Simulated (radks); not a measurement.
Values are calculated unless marked as measured or tabulated.
Task: Numerical settings for the potassium ion K3+, [Ne] 3s2 3p4. Level of theory: non-relativistic Kohn-Sham, PBEsol, spin-polarised, spherical densities, point nucleus; open shells are filled with parallel spins first (a radial shooting solver on a logarithmic mesh with Libxc functionals). The defaults (mesh step 0.008 in ln r, mesh end at 40 bohr or more with all orbitals vanishing there, Anderson mixing 0.5 over 9 steps, residual threshold near 1e-9 with the energy settled to 1e-9 hartree or 1e-11 of itself, here a cap of 55 iterations) give E = -595.9143 hartree and 3p at -53.094 eV in 14 iterations. Times are rough (one thread of a shared host). One setting is changed at a time: mesh step in ln r 0.12; mesh step in ln r 0.02; mesh step in ln r 0.005; mesh end (bohr) 12; mesh end (bohr) 2; residual threshold 1e-05; residual threshold 0.1; mixing 1; linear mixing, mixing 0.2; linear mixing, mixing 1; mixing history 20; iteration cap 3. Which runs fail to converge, and which converge to a wrong energy?

Result: Not converged within the cap: mesh step in ln r 0.12; linear mixing, mixing 0.2; iteration cap 3. Settings that end as converged yet miss the energy by more than 1 mhartree: mesh end (bohr) 2 (+2.34 hartree).
